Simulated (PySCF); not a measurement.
**Al2HF5**

Al2HF5 is a molecule, neutral, singlet. The structure was relaxed in the gas phase by PBE0-D3(BJ)/def2-SVP. No frequency run checks that it is a minimum.

SMILES: [F][AlH-]1[F+][Al-]([F])([F])[F+]1

```xyz
8

F    -2.194    0.174    1.361
Al   -1.271    0.515    0.043
F    -1.777    1.437   -1.222
F     0.412    0.966    0.515
Al    1.318   -0.516   -0.088
F     1.714   -1.433    1.231
F    -0.405   -0.947   -0.568
H     2.250   -0.226   -1.301
```
Atom numbers follow the order of the file, from 1.

Shieldings: GIAO PBE0/pcSseg-2. Shifts are against computed references at the same level: H TMS (σ 31.24 ppm). Core levels by delta-SCF with SCAN, pcX-2 on the ionised atom and pcseg-1 elsewhere, spin-free X2C (2p3/2 is the spin-free 2p value less a third of a first-order spin-orbit splitting); from the vacuum level, for chosen atoms.

Give the shieldings and core levels atom by atom.


```tsv
atoms	bonded to	σ (ppm)	δ (ppm)	core level (eV)
F1	1 Al	389.9	-	1s 692.77
Al2	4 F	524.5	-	2p3/2 83.67
F3	1 Al	389.9	-	-
F4 F7	2 Al	340.9	-	1s 694.92
Al5	3 F + 1 H	490.3	-	2p3/2 83.22
F6	1 Al	355.2	-	1s 692.45
H8	1 Al	27.11	4.14	-
```

Values are those of this one static structure; atoms that internal rotation interchanges would show their mean in an NMR spectrum.

Which of Al2, Al5 holds its core electrons tightest, and by how much against the loosest?

Al2 (bonded to 4 F), by 0.45 eV over Al5 (bonded to 3 F + 1 H).

By CAM-B3LYP/def2-SVPD (TDDFT singlets, Tamm-Dancoff triplets, ionisation by delta-SCF), where does absorption start, and what does vertical ionisation take?

The lowest singlet lies at 8.90 eV (f 0.151), the strongest of the first 6 at 9.22 eV (f 0.200), the lowest triplet at 7.81 eV; vertical ionisation takes 13.43 eV.

The 3 runs behind this took 110 s in all, one thread each of Arm Neoverse V1 on a shared host, launched as `OMP_NUM_THREADS=1 python cluster_run.py task.json out`.
